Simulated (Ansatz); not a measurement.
`C[SiH2][SiH](O)O`. Charge 0, multiplicity 1. The structure was optimised at the PBE0-D4/def2-TZVP level. It is one conformer, not always the lowest.

```xyz
13

C     1.853   -0.364    0.644
Si    0.867    0.103   -0.887
Si   -1.421    0.262   -0.399
O    -2.095   -1.181    0.035
O    -1.490    1.375    0.818
H     1.686    0.366    1.440
H     2.922   -0.395    0.424
H     1.559   -1.348    1.017
H     1.069   -0.917   -1.956
H     1.341    1.410   -1.422
H    -2.270    0.687   -1.544
H    -1.664   -1.676    0.734
H    -2.357    1.677    1.095
```

Problem. What is the dipole moment at PBE/def2-TZVPP? (Estimate.)

Solution. Ansatz gave: 1.62 D, with components (0.09, -0.30, 1.59) D in this frame, pointing from negative to positive charge.

Problem. And with r2SCAN, B3LYP, ωB97M-V? (Best estimate.)

Solution. Computed: r2SCAN 1.64 D, B3LYP 1.53 D, ωB97M-V 1.56 D.

Problem. Give the Mulliken charges with PBE, ωB97M-V, B3LYP in def2-TZVPP. (Best estimate.)

Solution. Computed: 
```
atom    PBE  ωB97M-V  B3LYP
  C1  -0.38    -0.46  -0.40
 Si2   0.12     0.11   0.19
 Si3   0.47     0.49   0.56
  O4  -0.34    -0.37  -0.39
  O5  -0.35    -0.38  -0.39
  H6   0.12     0.14   0.12
  H7   0.11     0.13   0.11
  H8   0.10     0.11   0.09
  H9  -0.06    -0.03  -0.08
 H10  -0.06    -0.03  -0.08
 H11  -0.10    -0.06  -0.11
 H12   0.18     0.17   0.18
 H13   0.19     0.18   0.18
```

B3LYP here is the variant with VWN-RPA as its local correlation; programs differ in this.
